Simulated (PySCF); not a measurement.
# N²⁺ (nitrogen, charge +2) across methods

[He] 2s2 2p1, 2P determinant. Computed with PySCF 2.14 in aug-cc-pVTZ, with no relativity, point nucleus.

| method | E (hartree) | mean ε 2s α (eV) | mean ε 2s β (eV) | mean ε 2p α (eV) | Σ⟨r²⟩ (bohr²) | ⟨S²⟩ |
| --- | --- | --- | --- | --- | --- | --- |
| UHF | -52.81764 | -58.753 | -54.151 | -47.991 | 4.978 | 0.754 |
| MN15 | -52.9163 | -52.679 | -50.630 | -41.773 | 4.969 | 0.751 |
| PBE | -52.8914 | -49.715 | -47.787 | -38.804 | 4.980 | 0.751 |
| r2SCAN | -52.9284 | -50.376 | -48.053 | -39.748 | 4.969 | 0.753 |
| PBE0 | -52.9034 | -52.188 | -49.712 | -41.229 | 4.970 | 0.752 |
| B3LYP | -52.9620 | -51.718 | -49.388 | -40.973 | 4.975 | 0.752 |
| LDA | -52.4770 | -49.568 | -47.583 | -38.550 | 5.013 | 0.751 |
| PW91 | -52.9276 | -49.807 | -47.852 | -38.944 | 4.979 | 0.751 |

Q: Estimate the same row for BP86.

A: E (hartree) = -52.9500; mean ε 2s α (eV) = -49.789; mean ε 2s β (eV) = -47.923; mean ε 2p α (eV) = -38.863; Σ⟨r²⟩ (bohr²) = 4.965; ⟨S²⟩ = 0.751.
